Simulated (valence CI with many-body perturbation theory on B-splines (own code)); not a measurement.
**Lu LVII: fill in the table**

Method: valence CI with perturbative core correlation (CI+MBPT): five valence electrons over a frozen Dirac-Fock core [Ne], a basis of 9 s, 9 p, 8 d, 6 f, 3 g, 1 h functions for each j, with the one-electron correlation potential Σ1, the two-electron term Σ2, the three-electron term Σ3, Breit, model QED; selected CI, second order for the rest (own B-spline code, finite nucleus).

No measured spectrum was set against this ion. As an estimate, large intervals hold to a few tenths of a per cent, small ones and those within an open d or f shell to about a per cent. Among the levels kept, up to 560 cm⁻¹ of a level comes from second order outside the variational space, and about a tenth of that is noise between levels of different J, which matters for small intervals.

```
                             Level  E (Ry)
        (3s^2 3p1/2^2 3p3/2) J=3/2   0.000
        (3s^2 3p1/2^2 3d3/2) J=3/2  16.000
        (3s^2 3p1/2 3p3/2^2) J=3/2  20.451
        (3s^2 3p1/2 3p3/2^2) J=5/2  21.281
        (3s^2 3p1/2^2 3d5/2) J=5/2  21.807
        (3s^2 3p1/2 3p3/2^2) J=1/2  22.349
        (3s 3p1/2^2 3p3/2^2) J=5/2  32.456
        (3s 3p1/2^2 3p3/2^2) J=3/2       ?
        (3s 3p1/2^2 3p3/2^2) J=1/2  34.656
(3s^2 3p1/2 3p3/2 3d3/2) J=5/2 [a]  36.285
(3s^2 3p1/2 3p3/2 3d3/2) J=1/2 [a]       ?
(3s^2 3p1/2 3p3/2 3d3/2) J=3/2 [a]  36.513
    (3s^2 3p1/2 3p3/2 3d3/2) J=7/2  37.145
(3s^2 3p1/2 3p3/2 3d3/2) J=5/2 [b]  39.205
(3s^2 3p1/2 3p3/2 3d3/2) J=1/2 [b]  39.886
(3s^2 3p1/2 3p3/2 3d3/2) J=3/2 [b]  39.912
(3s^2 3p1/2 3p3/2 3d5/2) J=7/2 [a]       ?
(3s^2 3p1/2 3p3/2 3d5/2) J=3/2 [a]       ?
    (3s^2 3p1/2 3p3/2 3d5/2) J=9/2       ?
(3s^2 3p1/2 3p3/2 3d5/2) J=5/2 [a]       ?
```

Levels are named by their leading jj configuration (3d3/2^4 stands for four electrons in 3d with j = 3/2), which in mixed levels can hold well under half, so a name can repeat and another be missing. Letters in brackets count levels of one name in rising energy.

(1) The levels stand in rising order. What does the calculation give for the missing energies?

Answers

(1) (3s 3p1/2^2 3p3/2^2) J=3/2 34.556; (3s^2 3p1/2 3p3/2 3d3/2) J=1/2 [a] 36.507; (3s^2 3p1/2 3p3/2 3d5/2) J=7/2 [a] 41.226; (3s^2 3p1/2 3p3/2 3d5/2) J=3/2 [a] 42.056; (3s^2 3p1/2 3p3/2 3d5/2) J=9/2 42.133; (3s^2 3p1/2 3p3/2 3d5/2) J=5/2 [a] 42.313.
